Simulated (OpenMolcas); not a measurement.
## Nb3+: ligand-field states by method

Nb3+ with 6 ligands (fluoride) in octahedral coordination (Oh) at 2.03 Å. A charge of +0.5 e stands 3.2 Å behind each ligand. Ligand basis ANO-RCC-VDZP.

```json
{"Program": "OpenMolcas 26.06", "Basis": "ANO-RCC-VTZP [7s6p4d2f1g]", "Scalar Hamiltonian": "DKH2, point nucleus", "Active space": "2 electrons in 5 orbitals (4d)", "State averaging": "2S+1 = 3 even, 10 roots; 2S+1 = 1 even, 15 roots", "Spin-orbit coupling": "RASSI with atomic mean-field integrals over the reference wave functions"}
```

I. CASSCF
II. SS-CASPT2, IPEA 0.25 Eh, imaginary shift 0.1 Eh (closed shells correlated: 4s 4p and the ligand valence shells)

Spin-free states (labels of O, the rotations of Oh) in cm-1, each column counted from its own energy of the first state listed:

```json
{"State": "3T1", "Degeneracy": "3", "I": "0", "II": "0"}
{"State": "1E", "Degeneracy": "2", "I": "10161", "II": "7320"}
{"State": "1T2", "Degeneracy": "3", "I": "10257", "II": "7240"}
{"State": "1A1", "Degeneracy": "1", "I": "23286", "II": "17070"}
{"State": "3T2", "Degeneracy": "3", "I": "25564", "II": "24870"}
{"State": "3T1", "Degeneracy": "3", "I": "33834", "II": "31040"}
{"State": "1T2", "Degeneracy": "3", "I": "35770", "II": "31080"}
{"State": "1T1", "Degeneracy": "3", "I": "37521", "II": "32490"}
{"State": "3A2", "Degeneracy": "1", "I": "53012", "II": "51170"}
{"State": "1E", "Degeneracy": "2", "I": "62779", "II": "53720"}
{"State": "1A1", "Degeneracy": "1", "I": "72000", "II": "60310"}
```

From I to II, I's first state of the same spin (3T2) moves from 25564 to 24870 cm-1, by about -690 cm-1.

From I to II, I's first state of another spin (1E) moves from 10161 to 7320 cm-1, by about -2800 cm-1. In II another state of that kind comes below it.

I: A least-squares ligand-field fit to the states below 45000 cm-1, each weighted by its degeneracy and with a free common offset, gives 10Dq = 26026 cm-1, B = 669 cm-1 and C = 2632 cm-1 (C/B = 3.94), with an rms deviation of 480 cm-1. The same method and metal basis give the free ion B = 757 cm-1 (fit to its terms below 60000 cm-1, rms deviation 27 cm-1), so the nephelauxetic ratio is β = 669 / 757 = 0.88; it hangs on how both fits weigh the states, and computed free-ion B values tend to be too large, so β mixes covalency with correlation.

χT at 300 K: I 0.47, II 0.46 cm3 K/mol.

Roots that are degenerate in the reference are averaged as groups; the widest CASPT2 spread within a group is 57 cm-1 (the 3-fold group of multiplicity 1 near 32500 cm-1 above the lowest state of its run, II). Shifts and gaps below about the spread of the groups concerned are not significant. Over all roots computed the reference weight is 0.68 to 0.71 in II; a low but even weight reflects the number of correlated electrons. An orbital triplet at a regular site is open to Jahn-Teller coupling, which can distort the site and quench the lowest spin-orbit gaps and is left out. The least metal-like active orbital is 83 % on the metal (Löwdin) and no ligand orbital is active, so the numbers are rough. Ligand-to-metal charge-transfer states are missing. With no ligand orbital active B as a rule stays too high, so bands that hang on it stand too high and its fall with covalency is understated. Without dynamic correlation the repulsion within the d shell is too large (B by tens of per cent), so at a given field states of lower spin stand too high (holds for I). With metal d orbitals alone the field can be off either way by tens of per cent (holds for I). With one d shell and no ligand orbital active, 10Dq can be off by a tenth or more (holds for II). No measured value stands beside these numbers; the geometry is a model, was not optimised and need not be the one that this ion takes.
